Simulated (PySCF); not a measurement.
## Assigning NMR signals

Molfile (atoms numbered from 1):
```
C7H11N
     RDKit          3D

 19 20  0  0  0  0  0  0  0  0999 V2000
    4.1653    0.9040   -0.1611 H   0  0  0  0  0  0  0  0  0  0  0  0
    3.1773    1.1393   -0.2185 N   0  0  0  0  0  0  0  0  0  0  0  0
    2.3810    0.1874   -0.0090 C   0  0  0  0  0  0  0  0  0  0  0  0
    0.9378    0.4049   -0.0647 C   0  0  2  0  0  0  0  0  0  0  0  0
    0.0486   -0.3850    0.8733 C   0  0  1  0  0  0  0  0  0  0  0  0
   -1.2834    0.2415    1.2186 C   0  0  0  0  0  0  0  0  0  0  0  0
   -1.8840    0.6552   -0.1334 C   0  0  0  0  0  0  0  0  0  0  0  0
   -1.2723   -0.2972   -1.1719 C   0  0  0  0  0  0  0  0  0  0  0  0
    0.0550   -0.7132   -0.5793 C   0  0  1  0  0  0  0  0  0  0  0  0
    2.6852   -0.8457    0.2244 H   0  0  0  0  0  0  0  0  0  0  0  0
    0.6708    1.4258   -0.2964 H   0  0  0  0  0  0  0  0  0  0  0  0
    0.5169   -1.0199    1.6119 H   0  0  0  0  0  0  0  0  0  0  0  0
   -1.9113   -0.5082    1.7051 H   0  0  0  0  0  0  0  0  0  0  0  0
   -1.1833    1.0907    1.8952 H   0  0  0  0  0  0  0  0  0  0  0  0
   -1.6092    1.6841   -0.3640 H   0  0  0  0  0  0  0  0  0  0  0  0
   -2.9715    0.5999   -0.1256 H   0  0  0  0  0  0  0  0  0  0  0  0
   -1.8974   -1.1842   -1.2965 H   0  0  0  0  0  0  0  0  0  0  0  0
   -1.1633    0.1810   -2.1459 H   0  0  0  0  0  0  0  0  0  0  0  0
    0.5280   -1.6031   -0.9698 H   0  0  0  0  0  0  0  0  0  0  0  0
  1  2  1  0
  2  3  2  0
  3  4  1  0
  4  5  1  0
  5  6  1  0
  6  7  1  0
  7  8  1  0
  8  9  1  0
  9  4  1  0
  9  5  1  0
  3 10  1  0
  4 11  1  6
  5 12  1  1
  6 13  1  0
  6 14  1  0
  7 15  1  0
  7 16  1  0
  8 17  1  0
  8 18  1  0
  9 19  1  1
M  END
```

[PySCF: geometry from GFN2-xTB; GIAO PBE0/pcSseg-1 shieldings; rapidly exchanging positions averaged; one conformer; in vacuum; no relativistic terms]

Shifts are taken against calculated references (same method and geometry level): 13C (186.93 ppm), 1H (31.72 ppm) vs TMS.

Task: Assign these signals to the numbered atoms. 13C{1H} NMR (computed): δ 177.0, 32.2, 31.0, 29.0, 23.7.

Result: 
177.0 → C3, C=N carbon
32.2 → C4, three-membered-ring carbon: saturated and bonded to C and H only
31.0 → C6/C8, sp3 CH2 in a ring: a saturated carbon with 2 carbon neighbours and no heteroatom attached
29.0 → C5/C9, three-membered-ring carbon: carbons of three-membered rings are unusually shielded
23.7 → C7, sp3 CH2 in a ring: aliphatic region, no heteroatom directly attached

C4 and C6/C8 lie closer than the usual error of such a calculation, so a measured spectrum could show them in the other order.

Task: Assign these signals to the numbered atoms. 1H NMR (600 MHz, computed): δ 10.32 (br s, 1H), 7.59 (d, 1H), 1.97 (m, 2H), 1.93 (m, 2H), 1.61 (m, 1H), 1.43 (m, 2H), 1.42 (m, 1H), 1.32 (m, 1H).

Result: 
10.32 → H1, hydrogen on an imine nitrogen: labile proton, position sensitive to the medium
7.59 → H10, hydrogen on a C=N carbon
1.97 → H14/H18, hydrogen on an sp3 CH2 in a ring: far from electronegative atoms and π systems
1.93 → H13/H17, hydrogen on an sp3 CH2 in a ring
1.61 → H16, hydrogen on an sp3 CH2 in a ring
1.43 → H12/H19, hydrogen on a three-membered-ring carbon: cyclopropane-type protons are shielded by the ring
1.42 → H11, hydrogen on a three-membered-ring carbon
1.32 → H15, hydrogen on an sp3 CH2 in a ring: far from electronegative atoms and π systems

H14/H18 and H13/H17; H12/H19 and H11; H11 and H15 lie closer than the usual error of such a calculation, so a measured spectrum could show them in the other order.

OH/NH shifts are gas-phase values; hydrogen bonding in solution moves them, usually downfield. Shifts are as computed. Against solution values, carbons near 30 ppm lie about +3 ppm off and those near 130 ppm about +5 ppm (rms about the fit 2.1 ppm; single classes can miss by 10 ppm). Of 1328 compounds with measured shifts, 309 miss one by over three times the rms of a fit or turn the order of signals round; such compounds aren't used in these exercises. Signals without a measured value on file couldn't be tested in this way; 1H shifts scatter by 0.2 ppm about their fit, and single ones miss by 0.5 ppm. No couplings were computed; multiplicities are counted from neighbouring protons, with m where these are inequivalent, close in shift, in a saturated or five-membered ring or joined by F or P, and br s for small geminal =CH2 splittings.
